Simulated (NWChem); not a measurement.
System: C4H4; SMILES C#CC=C

The following NWChem deck was run.

```
start job
memory heap 200 mb stack 900 mb global 1100 mb
geometry units angstroms noautosym nocenter noautoz
  C      0.178619    -1.918525     0.000000
  C     -0.111248    -0.739503     0.000000
  C     -0.486443     0.634296     0.000000
  C      0.377566     1.659418     0.000000
  H      0.442619    -2.959944     0.000000
  H     -1.564380     0.837069     0.000000
  H      1.458171     1.495749     0.000000
  H      0.018801     2.691255     0.000000
end
basis spherical
  C library def2-svp
  H library def2-svp
end
dft
  xc b3lyp
  iterations 150
end
cosmo
  do_cosmo_smd true
  solvent water
end
task dft energy
```

Excerpt of the output:

```
             Northwest Computational Chemistry Package (NWChem) 7.3.0
             --------------------------------------------------------

                             Geometry "geometry" -> ""
                             -------------------------

 Output coordinates in angstroms (scale by  1.889725989 to convert to a.u.)

  No.       Tag          Charge          X              Y              Z
 ---- ---------------- ---------- -------------- -------------- --------------
    1 C                    6.0000     0.17861900    -1.91852500     0.00000000
    2 C                    6.0000    -0.11124800    -0.73950300     0.00000000
    3 C                    6.0000    -0.48644300     0.63429600     0.00000000
    4 C                    6.0000     0.37756600     1.65941800     0.00000000
    5 H                    1.0000     0.44261900    -2.95994400     0.00000000
    6 H                    1.0000    -1.56438000     0.83706900     0.00000000
    7 H                    1.0000     1.45817100     1.49574900     0.00000000
    8 H                    1.0000     0.01880100     2.69125500     0.00000000

 Effective nuclear repulsion energy (a.u.)      89.7894513694

                                 NWChem DFT Module
                                 -----------------

 Summary of "ao basis" -> "ao basis" (spherical)
 ------------------------------------------------------------------------------
       Tag                 Description            Shells   Functions and Types
 ---------------- ------------------------------  ------  ---------------------
 C                          def2-svp                 6       14   3s2p1d
 H                          def2-svp                 3        5   2s1p

 in cosmo_initialize ...
 calling solv_data for solv:h2o

 solvent parameters
 solvname_short: h2o
 solvname_long:  water
 dielec:       78.4000
 dielecinf:     1.7769
 aqueous SMD model solvent descriptors
 dielec:       78.4000
 sola:          0.8200

          ---------------
          -cosmo- solvent
          ---------------
 Cosmo: York-Karplus, doi: 10.1021/jp992097l
 dielectric constant -eps-     =  78.40
 screen = (eps-1)/(eps    )    =   0.98724
 surface charge correction     = lagrangian

   van der Waals surface
 --------------------------

 ---------- ATOMIC COORDINATES (A.U.) ------------ VDWR(ANG.) --
     1    0.33754097   -3.62548655    0.00000000     1.850
     2   -0.21022824   -1.39745804    0.00000000     1.850
     3   -0.91924398    1.19864564    0.00000000     1.850
     4    0.71349628    3.13584532    0.00000000     1.850
     5    0.83642863   -5.59348310    0.00000000     1.200
     6   -2.95624954    1.58183104    0.00000000     1.200
     7    2.75554363    2.82655576    0.00000000     1.200
     8    0.03552874    5.08573452    0.00000000     1.200
 number of segments per atom =        128
 number of   points per atom =        128
 atom (   nspa,  nppa )
 ----------------------
    1 (     80,     0 )       0
    2 (     56,     0 )       0
    3 (     48,     0 )       0
    4 (     68,     0 )       0
    5 (     50,     0 )       0
    6 (     54,     0 )       0
    7 (     54,     0 )       0
    8 (     54,     0 )       0
 number of -cosmo- surface points =      464
 molecular surface =     94.251 angstrom**2
 molecular volume  =     72.394 angstrom**3
 -lineq- algorithm             =   0
 -bem- low  level              =   3
 -bem- from -octahedral-
 gaussian surface charge width =   4.50000
 degree of switching           =   1.00000
 switching function tolerance  =   0.00010
 atomic radii =
 --------------
    1  6.000  1.850
    2  6.000  1.850
    3  6.000  1.850
    4  6.000  1.850
    5  1.000  1.200
    6  1.000  1.200
    7  1.000  1.200
    8  1.000  1.200
 ...... end of -cosmo- initialization ......

 nat:                     8
 ixmem:                  3618
 calling mnsol_interface()
 G(SMD-CDS) energy (kcal/mol)  =     4.616
 SMD-CDS SASA (angstrom**2)    =   121.963

[...]

                                COSMO-SMD solvation results
                                ---------------------------

             internal energy in gas <Psi(g)|H|Psi(g)> =      -154.624298764839
         internal energy in solvent <Psi(s)|H|Psi(s)> =      -154.623318802204
                               delta internal energy  =         0.000979962635 (    0.61 kcal/mol)
   total free energy in solvent <Psi(s)|H+V/2|Psi(s)> =      -154.630763239013
 polarization energy contribution <Psi(s)|V/2|Psi(s)> =        -0.007444436809 (   -4.67 kcal/mol)
    total free energy in solvent including G(SMD-CDS) =      -154.623407351820
                       G(SMD-CDS) energy contribution =         0.007355887193 (    4.62 kcal/mol)
     1 M fixed-concentration free energy of solvation =         0.000891413020 (    0.56 kcal/mol)

                       DFT Final Molecular Orbital Analysis
                       ------------------------------------

 Vector   12  Occ=2.000000D+00  E=-3.504997D-01
              MO Center= -1.1D-01, -1.6D-01, -1.2D-10, r^2= 2.3D+00
   Bfn.  Coefficient  Atom+Function         Bfn.  Coefficient  Atom+Function
  ----- ------------  ---------------      ----- ------------  ---------------
    20      0.352464  2 C  pz                34      0.331153  3 C  pz
     6      0.247129  1 C  pz                48      0.213101  4 C  pz
    37      0.189806  3 C  pz                23      0.187567  2 C  pz
     9      0.125736  1 C  pz                51      0.122451  4 C  pz

 Vector   13  Occ=2.000000D+00  E=-2.920929D-01
              MO Center= -1.4D-02, -1.2D+00,  3.5D-12, r^2= 1.8D+00
   Bfn.  Coefficient  Atom+Function         Bfn.  Coefficient  Atom+Function
  ----- ------------  ---------------      ----- ------------  ---------------
     4      0.411719  1 C  px                18      0.392494  2 C  px
     7      0.253733  1 C  px                21      0.220347  2 C  px
    62      0.135341  6 H  s                 32     -0.110866  3 C  px
     5      0.103256  1 C  py                19      0.091544  2 C  py
    47      0.082358  4 C  py                22      0.075520  2 C  py

 Vector   14  Occ=2.000000D+00  E=-2.585581D-01
              MO Center=  7.7D-02, -5.7D-02, -1.9D-10, r^2= 3.4D+00
   Bfn.  Coefficient  Atom+Function         Bfn.  Coefficient  Atom+Function
  ----- ------------  ---------------      ----- ------------  ---------------
     6      0.347918  1 C  pz                48     -0.343902  4 C  pz
    34     -0.265957  3 C  pz                51     -0.248334  4 C  pz
    20      0.245291  2 C  pz                 9      0.234837  1 C  pz
    37     -0.188766  3 C  pz                23      0.152496  2 C  pz
    25     -0.025198  2 C  d -1

 Vector   15  Occ=0.000000D+00  E=-4.240396D-02
              MO Center=  8.2D-02,  3.5D-01,  3.8D-10, r^2= 3.7D+00
   Bfn.  Coefficient  Atom+Function         Bfn.  Coefficient  Atom+Function
  ----- ------------  ---------------      ----- ------------  ---------------
    51      0.522558  4 C  pz                48      0.400931  4 C  pz
    37     -0.392761  3 C  pz                 9      0.376747  1 C  pz
    34     -0.313603  3 C  pz                 6      0.298840  1 C  pz
    23     -0.220166  2 C  pz                20     -0.182094  2 C  pz
    25     -0.032527  2 C  d -1              39      0.028832  3 C  d -1

 Vector   16  Occ=0.000000D+00  E= 2.792248D-02
              MO Center= -1.2D-01, -7.7D-01, -1.2D-11, r^2= 3.9D+00
   Bfn.  Coefficient  Atom+Function         Bfn.  Coefficient  Atom+Function
  ----- ------------  ---------------      ----- ------------  ---------------
     7      0.619789  1 C  px                45      0.545065  4 C  s
    21     -0.534075  2 C  px                63     -0.535631  6 H  s
    73     -0.440921  8 H  s                 18     -0.392655  2 C  px
    31      0.374135  3 C  s                  4      0.372167  1 C  px
    22     -0.267464  2 C  py                68     -0.186065  7 H  s

 Vector   17  Occ=0.000000D+00  E= 1.037336D-01
              MO Center= -9.6D-01,  1.3D+00,  1.9D-09, r^2= 5.4D+00
   Bfn.  Coefficient  Atom+Function         Bfn.  Coefficient  Atom+Function
  ----- ------------  ---------------      ----- ------------  ---------------
    63      1.415365  6 H  s                 73      1.282041  8 H  s
    31     -1.132509  3 C  s                 45     -0.877210  4 C  s
    35      0.604298  3 C  px                50     -0.563596  4 C  py
    21     -0.400320  2 C  px                 7      0.348433  1 C  px
    17      0.327698  2 C  s                  3     -0.258873  1 C  s

     Multipole analysis of the density
     ---------------------------------

     L   x y z        total         alpha         beta         nuclear
     -   - - -        -----         -----         ----         -------
     0   0 0 0     -0.000000    -14.000000    -14.000000     28.000000

     1   1 0 0     -0.004459     -0.102551     -0.102551      0.200642
     1   0 1 0      0.243448      0.236766      0.236766     -0.230084
     1   0 0 1      0.000000      0.000000      0.000000      0.000000

     2   2 0 0    -16.867559    -21.487082    -21.487082     26.106605
     2   1 1 0     -0.963054     -0.405606     -0.405606     -0.151843
     2   1 0 1      0.000000      0.000000      0.000000      0.000000
     2   0 2 0    -12.577211   -119.212240   -119.212240    225.847269
     2   0 1 1     -0.000000     -0.000000     -0.000000      0.000000
     2   0 0 2    -19.624106     -9.812053     -9.812053      0.000000
```

Level: B3LYP/def2-SVP, SMD on the gas-phase geometry. Geometry: optimised at PBE0/def2-SVP. B3LYP is NWChem's, with the RPA form of VWN correlation. Solvent: water.
